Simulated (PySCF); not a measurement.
CH$_{4}$OZn, charge -1, doublet, geometry from GFN2-xTB (such geometries of metal compounds can be far from the true shape) (a state made from the parent by changing its charge; the spin is typed, not shown lowest) (in this run its highest filled SCF level lies above zero, so its values depend strongly on the basis, on diffuse functions most of all). Base run: PBE/6-31G run with PySCF.

PySCF was given this input:
```python
from pyscf import gto, scf, dft, solvent

mol = gto.M(
    atom='''
Zn    0.072668    0.136092    0.458562
C    -0.241562    1.465092   -1.462803
H    -1.076813    2.172355   -1.382162
H    -0.458082    0.808431   -2.307860
H     0.643077    2.055444   -1.732345
O     0.007441   -1.906179   -0.015649
H     0.101612   -2.660103    0.567510
''',
    basis='6-31g',
    charge=-1,
    spin=1,
    verbose=4,
)

mf = dft.UKS(mol)
mf.xc = 'pbe'
mf.kernel()
mf.analyze()
```

The base run was repeated with changes; each row names its change, and settings that it needs were set with it.

```tsv
change	ΔE vs base (kJ/mol)
base	0.00
model = ddCOSMO; solvent = chloroform	-142.7
model = SS(V)PE; solvent = chloroform	-174.5
model = IEF-PCM; solvent = chloroform; vdw_scale = 1.1	-189.6
model = IEF-PCM; solvent = chloroform; r_probe = 0.5	-170.1
model = IEF-PCM; solvent = chloroform; vdw_scale = 1.4	-174.0
model = IEF-PCM; solvent = chloroform; lebedev_order = 41	-181.8
model = IEF-PCM; solvent = chloroform; lebedev_order = 11	-179.7
model = IEF-PCM; solvent = n-hexane	-104.3
model = IEF-PCM; solvent = water	-233.9
model = C-PCM; solvent = chloroform	-185.3
model = IEF-PCM; solvent = acetonitrile	-229.8
```

The base is the gas phase, so ΔE is the electrostatic part of solvation at a fixed geometry, without cavity and dispersion terms.

Open shells are given as the SCF converged; they aren't shown to be the lowest states, and a large step between rows can be another state.

The gas-phase anion may not be bound at this level, which the solvent then changes.
